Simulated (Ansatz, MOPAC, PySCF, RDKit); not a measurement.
Dimer: PH3 (SMILES P) (first 4 atoms) with Si2H6 (SMILES [SiH3][SiH3]); geometry from B3LYP-D3(BJ)/def2-TZVP, rigid monomers moved along the line of their centres of mass till H4···Si5 is 3.89 Å.
(charge 0, multiplicity 1):
```xyz
12

P     -0.3602     0.2282    -0.0754
H      0.7813    -0.1793     0.6606
H      0.3673     1.1782    -0.8387
H     -0.7495     1.1836     0.8977
Si     0.7099     0.7708     4.4833
Si    -0.7754    -1.0425     4.4214
H      0.0561     1.9957     3.9633
H      1.9112     0.4880     3.6620
H      1.1393     1.0200     5.8815
H     -1.9602    -0.7579     5.2671
H     -0.1084    -2.2642     4.9338
H     -1.2360    -1.3022     3.0363
```

Interaction energies are E(AB) − E(A) − E(B) at the monomers' geometry in the complex; basis-set methods are counterpoise corrected. Rows marked so take none.

Correlated levels freeze the cores. Rows in 6-31G*, LANL2DZ, STO-3G carry no dispersion term and start afresh at each structure (6-31G* with six Cartesian d functions). LANL2DZ brings its own core potentials from Na on. The state reached by PM3 isn't checked.

The values were computed with Ansatz (a first-principles code) with Gaussian orbitals; MOPAC for PM3 (differences of heats of formation); PySCF for 6-31G* rows, LANL2DZ rows, STO-3G rows, the dispersion terms; RDKit for the force fields. Each number belongs to the level named beside it.

```
level                            interaction energy (kJ/mol)
-------------------------------  ---------------------------
MMFF94                                                  -2.5
PM3                                                      2.2
HF/STO-3G (no counterpoise)                              0.8
HF/6-31G* (no counterpoise)                              0.8
B3LYP/LANL2DZ (no counterpoise)                          1.1
B3LYP-D4/def2-TZVPPD                                    -5.0
wB97M-V/def2-TZVPPD                                     -4.1
CCSD/aug-cc-pV(D+d)Z                                     ___
CCSD(T)/aug-cc-pV(D+d)Z                                 -3.9
```

Problem. Fill in the missing entries.

Solution. 
- CCSD/aug-cc-pV(D+d)Z, interaction energy (kJ/mol): -3.1
